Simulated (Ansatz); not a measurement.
A nudged elastic band was laid between two geometries of BrH$_{3}$InNS (7 atoms, charge 0, multiplicity 1).

Level of theory: Ansatz 0.2.0, RKS LDA/def2-SVP.

* movable images: 9
* climbing image: yes
* spring: 5.0 eV/Å²
* optimiser: quadratic models (default)
* start path: IDPP
* force threshold: 0.05 eV/Å
* iteration limit: 60
* end points: relaxed

First end point:

```xyz
7
Properties=species:S:1:pos:R:3
N -1.001 1.424 0.109
In 0.124 -0.217 -0.146
S 1.973 -0.880 1.186
Br -0.267 -1.538 -2.197
H -1.132 1.740 1.078
H -1.905 1.403 -0.379
H 2.209 -1.933 0.349
```

Last end point:

```xyz
7
Properties=species:S:1:pos:R:3
N -1.365 0.990 0.445
In 0.125 -0.215 -0.147
S 2.077 -0.756 1.089
Br -0.221 -1.484 -2.239
H -1.102 1.777 1.051
H -1.978 1.318 -0.312
H 2.464 -1.630 0.112
```

Q: Which bonds break or form, and what moves?

A: No bond is made or broken. The height of N1 over the plane of its neighbours goes from -0.32 to 0.31 Å. The two ends are copies of one structure, up to a mirror image or an exchange of like atoms.

Q: Give the energies along the band, and the barrier.

A: The run converged. The highest image is number 5 of 0 to 10, 2.1 kJ/mol above the ends, which have the same energy within 2 meV. A vibrational analysis at the climbing image gives one clearly imaginary mode, 265i cm⁻¹: a first-order saddle point.

```
image  path coordinate (Å)  energy (kJ/mol)  height of N1 over the plane of its neighbours (Å)
    0                 0.00              0.0                                              -0.32
    1                 0.06              0.1                                              -0.28
    2                 0.13              0.6                                              -0.21
    3                 0.19              1.3                                              -0.15
    4                 0.26              1.9                                              -0.07
    5                 0.32              2.1                                               0.00
    6                 0.38              1.9                                               0.07
    7                 0.44              1.3                                               0.15
    8                 0.51              0.6                                               0.21
    9                 0.57              0.1                                               0.27
   10                 0.64              0.0                                               0.31
```

Q: What is the geometry of the highest image?

A: 
```xyz
7
Properties=species:S:1:pos:R:3:forces:R:3
N -1.196 1.167 0.276 0.00 -0.01 -0.01
In 0.140 -0.234 -0.161 -0.03 0.02 0.00
S 2.052 -0.788 1.129 -0.02 0.00 -0.02
Br -0.232 -1.513 -2.242 0.01 0.02 0.03
H -1.154 1.762 1.105 0.03 -0.01 0.01
H -2.000 1.355 -0.326 0.01 -0.02 -0.02
H 2.389 -1.749 0.218 0.02 -0.01 0.01
```

Q: What are the harmonic wavenumbers there?

A: 265i, 67, 102, 116, 180, 249, 296, 359, 638, 649, 687, 1401, 2610, 3516, 3641 cm⁻¹.

The band took 3 iterations and about 90 core-seconds.

Time of the run: 49 s on 2 threads of Arm Neoverse V1, with other jobs on the host, peak memory 0.15 GiB.
